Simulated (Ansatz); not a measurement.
The cluster Cu2Cl2⁻, relaxed as a doublet with UKS r2SCAN-D4/def2-SVPD in Ansatz, starting from the GFN2-xTB geometry. Force threshold 0.02 eV/Å.

The highest occupied level of the charge -1 doublet lies above zero (up to 0.05 eV). By energy differences its removal costs 2.24 eV (vertical, to the charge 0 singlet, at PBE0-D4/def2-TZVPD). The relaxation made no stability test and no search for a lower SCF solution. The structure comes from a short search, and lower isomers may exist.

Start:

Cartesian coordinates in Å:
```
Cu -0.492 0.424 0.488
Cu 1.380 -1.362 -1.672
Cl -2.308 1.270 0.998
Cl 1.420 -0.332 0.187
```

Estimate the energy that the relaxation releases and the steps that it takes.

9.2 kcal/mol, in 9 steps; 49 s on 4 threads of Intel Xeon on a shared host. No frequencies were taken in this run, so the end may be a saddle point.

Does the start keep its bonding and symmetry?

By distances, no bond broke or formed, bridged metal pairs apart. The bond that changes most is Cu2–Cl4, from 2.13 to 2.28 Å (atoms count from 1). Metal–metal contacts that move far: Cu1–Cu2 3.37 to 2.44 Å. Point group Cs at the start, Cs at the end, both within 0.05 Å.

Predict the relaxed structure.


```csv
atom,x (Å),y (Å),z (Å)
Cu1,-0.300,0.279,0.332
Cu2,0.723,-1.036,-1.452
Cl3,-2.252,1.089,0.707
Cl4,1.829,-0.332,0.413
```
Bond lengths (bridged metal pairs left out): 3 × Cl–Cu 2.15 to 2.28 Å.
